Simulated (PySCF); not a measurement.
## Magnetic susceptibility: `O=C(F)c1cc([SiH3])co1`, C5H5FO2Si

Molfile (atoms numbered from 1):
```
C5H5FO2Si
     RDKit          3D

 14 14  0  0  0  0  0  0  0  0999 V2000
   -3.7772   -0.5725    0.7212 O   0  0  0  0  0  0  0  0  0  0  0  0
   -2.8808    0.1269    0.3930 C   0  0  0  0  0  0  0  0  0  0  0  0
   -3.1310    1.4394    0.0690 F   0  0  0  0  0  0  0  0  0  0  0  0
   -1.4709   -0.1489    0.2564 C   0  0  0  0  0  0  0  0  0  0  0  0
   -0.4216    0.6618   -0.1210 C   0  0  0  0  0  0  0  0  0  0  0  0
    0.7454   -0.1306   -0.0822 C   0  0  0  0  0  0  0  0  0  0  0  0
    2.5052    0.3972   -0.4770 Si  0  0  0  0  0  4  0  0  0  0  0  0
    0.3039   -1.3679    0.3195 C   0  0  0  0  0  0  0  0  0  0  0  0
   -1.0091   -1.3941    0.5245 O   0  0  0  0  0  0  0  0  0  0  0  0
   -0.4914    1.6949   -0.3941 H   0  0  0  0  0  0  0  0  0  0  0  0
    2.4331    1.5803   -1.3329 H   0  0  0  0  0  0  0  0  0  0  0  0
    3.1848    0.7072    0.7818 H   0  0  0  0  0  0  0  0  0  0  0  0
    3.1660   -0.7131   -1.1625 H   0  0  0  0  0  0  0  0  0  0  0  0
    0.8430   -2.2812    0.4820 H   0  0  0  0  0  0  0  0  0  0  0  0
  1  2  2  0
  2  3  1  0
  2  4  1  0
  4  5  2  0
  5  6  1  0
  6  7  1  0
  6  8  2  0
  8  9  1  0
  9  4  1  0
  5 10  1  0
  7 11  1  0
  7 12  1  0
  7 13  1  0
  8 14  1  0
M  END
```

The calculation used GIAO B3LYP/pcSseg-1 magnetisability, rotational g tensor and spin-rotation constants, non-relativistic, gas phase in PySCF. Geometry: GFN2-xTB.

(1) How diamagnetic is it, and how anisotropic?

(2) Split it along the inertial axes a, b, c into diamagnetic and paramagnetic parts about the centre of mass, with the quadrupole moment.

(3) And the rotational g tensor?

## Answers

(1) Isotropic -1208 × 10⁻³⁰ J/T², or -72.8 × 10⁻⁶ cm³/mol; principal values -1686, -1011, -927 × 10⁻³⁰ J/T², anisotropy 721 × 10⁻³⁰ J/T² (root of half the summed squared differences of the principal values). The susceptibility is in cgs units.

(2) 
```
axis  χ (10⁻⁶ cm³/mol)  diamagnetic (10⁻⁶ cm³/mol)  paramagnetic (10⁻⁶ cm³/mol)  summed x² of all electrons (Å²)  quadrupole Θ (D Å)
   a             -60.9                      -409.6                        348.7                            388.9               -9.02
   b             -55.8                     -1714.8                       1658.9                             81.2               +5.92
   c            -101.5                     -1994.6                       1893.0                             15.3               +3.09
```
Anisotropies 2χaa − χbb − χcc = +35.6 and 2χbb − χaa − χcc = +50.8 × 10⁻⁶ cm³/mol. Θ is traceless in Buckingham's convention.

(3) 
```tsv
axis	rotational constant (GHz)	g	nuclear part	electronic part
a	3.8477	-0.0771	0.5532	-0.6303
b	0.7068	-0.0188	0.5321	-0.5508
c	0.6012	-0.0026	0.5321	-0.5347
```
Asymmetric top; isotopes 12C, 19F, 1H, 16O, 28Si; no vibrational averaging.
